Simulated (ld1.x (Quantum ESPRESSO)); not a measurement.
## Fe (Z = 26): one change to a PAW potential, before and after

ld1.x (Quantum ESPRESSO) 7.5 input, shortened:

```
&input
   title='Fe', zed=26., rel=0, dft='PZ', iswitch=3,
   config='[Ar] 3d6 4s1.75 4p0.25'
 /
 &inputp
   pseudotype=3, lpaw=.true., tm=.true., lloc=-1, rcloc=1.85,
   nlcc=.true.,
   which_augfun='BESSEL', rmatch_augfun=1.35
 /
6
4S  1  0   1.75   0.00  2.10  2.65  0.0
4S  1  0   0.00   0.85  2.10  2.65  0.0
4P  2  1   0.25   0.00  2.00  2.35  0.0
4P  2  1   0.00   4.25  2.00  2.35  0.0
3D  3  2   6.00   0.00  1.20  1.55  0.0
3D  3  2   0.00   0.90  1.20  1.55  0.0
 &test
   configts(1)='3d6 4s1.75 4p0.25'
 /
```

All-electron outer shells of the reference configuration (LDA (PZ), non-relativistic, ld1.x):

```csv
shell,level (eV),outermost node (bohr),outermost maximum (bohr)
3p,-59.96,0.30,0.72
3d,-8.46,–,0.71
4s,-5.68,1.02,2.41
4p,-1.69,1.11,3.25
```

Change: functional PBEsol.

Cutoffs: the cutoffs (Ry, on a coarse ladder) from which the occupation-weighted sum of valence levels, in a spherical-Bessel basis at the reference potential, stays within 10 and 1 mRy of its value at 400 Ry; they do not see the model core or the augmentation charge, which bear on the density cutoff. Errors are all-electron minus pseudo energies relative to the spin-unpolarised reference configuration.

Q: How do hardness, ghosts and transferability respond?

A: The potential gets neither clearly harder nor softer (45 Ry and 70 Ry → 45 Ry and 70 Ry); the number of tests with a reliable result goes from 9 to 7; of the 7 tests that both files solve, the error grows in 1 and shrinks in 2 by more than 15 % and 0.3 meV (median size 6.0 → 3.8 meV); neither file shows a bound ghost.

| quantity | base | changed |
| --- | --- | --- |
| cutoff, loose | 45 Ry | 45 Ry |
| cutoff, tight | 70 Ry | 70 Ry |
| bound ghosts | none | none |
| error for 3d6 4s2 4p0, meV [ΔE -0.99 → -0.98 eV] | +0.1 | +0.1 |
| error for 3d6 4s1 4p0, meV [ΔE 7.86 → 7.63 eV] | +1.1 | +0.7 |
| error for 3d6 4s0 4p0, meV [ΔE 24.13 → 23.53 eV] | +6.0 | +3.3 |
| error for 3d6 4s0 4p2, meV [ΔE 7.35 → 7.24 eV] | +4.4 | +3.8 |
| error for 3d7 4s0 4p0, meV [ΔE 5.40 → 5.15 eV] | -83 | -99 |
| error for 3d6.5 4s1.5 4p0, meV [ΔE -1.90 → -1.88 eV] | -18 | -19 |
| error for 3d7 4s1 4p0, meV [ΔE -2.12 → -2.08 eV] | -58 | -64 |
| s: phases at 2.89 bohr within 0.05 rad from the reference energy up to (Ry; the scan ends near 5) | 2.5 | 2.4 |
| p: phases at 2.89 bohr within 0.05 rad from the reference energy up to (Ry; the scan ends near 5) | to the end of the scan | to the end of the scan |
| d: phases at 2.89 bohr within 0.05 rad from the reference energy up to (Ry; the scan ends near 5) | to the end of the scan | to the end of the scan |
| lowest overlap eigenvalue by channel | s 0.35, p 0.73, d 0.74 | s 0.35, p 0.73, d 0.75 |
